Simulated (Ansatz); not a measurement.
A made-up structure of H2TeS2, closed shell:

```csv
atom,x (Å),y (Å),z (Å)
S1,-1.7281,-0.8984,0.2532
S2,-0.2216,0.0827,-0.1549
Te3,1.8168,0.9239,-0.3685
H4,-2.2235,-0.7536,-1.1224
H5,2.3564,0.6455,1.3926
```

It is relaxed with PBE-D4/def2-SVP and then PBE0-D4/def2-TZVP (Ansatz 0.2.0). Atoms count as bonded within 1.22 times the sum of their covalent radii (H–H: 0.88 Å). The end point is not checked to be a true minimum.

Does its bonding change? (Judge from chemistry; the calculation decides.)

By the calculation: No: no bond forms or breaks.

Where it ends: The first stage lowers the energy by 3.97 eV in 12 steps. It ends as H₂TeS₂ ([SH][S][TeH]):
S1  (-1.496, -0.907, 0.199)
S2  (-0.594, 0.929, 0.117)
Te3  (1.717, 0.613, -0.395)
H4  (-1.825, -1.024, -1.102)
H5  (2.198, 0.388, 1.181)
(Å)

Labels in which every atom is bracketed show which atoms are joined, not bond orders.

For scale, one of the runs: PBE0-D4/def2-TZVP relaxation, 136 basis functions, launched by `ansatz run in.yaml --threads 2 --pin off --events-out ev --progress --plain --max-ram 4352MiB`. The run took about 22 s on 2 CPU threads of an Arm Neoverse V2 (shared host).
